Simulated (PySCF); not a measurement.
Here is a job for PySCF.
```python
from pyscf import gto, scf, dft
from pyscf.prop import polarizability

mol = gto.M(
    atom='''
B    -0.35786564    0.21183045   -0.14974860
Cl   -1.71018551   -0.85006447   -0.04405016
Cl   -0.52321005    1.80581145   -0.75843784
N     0.90247540   -0.22394095    0.26575994
C     1.84808330   -0.82397274    0.67598136
O     2.79390315   -1.34942849    1.05935391
''',
    basis='6-31g',
    verbose=4,
)

mf = dft.RKS(mol)
mf.xc = 'pbe0'
mf.kernel()
alpha = mf.Polarizability().polarizability()[2, 2]
print('alpha_zz =', alpha)
```

**Question.** Predict the polarisability along z from PBE0/6-31G, polarisability (PySCF).

**Answer.** 25.3 bohr³

**Question.** Give the number of basis functions at the level PBE0/6-31G, polarisability.

**Answer.** 62

**Question.** Give the Mulliken (on the basis functions themselves) charges in atom order at the level PBE0/6-31G, polarisability.

**Answer.** B1 0.14, Cl2 0.02, Cl3 0.02, N4 -0.37, C5 0.48, O6 -0.29

**Question.** Give the dipole moment at the level PBE0/6-31G, polarisability.

**Answer.** 0.11 D
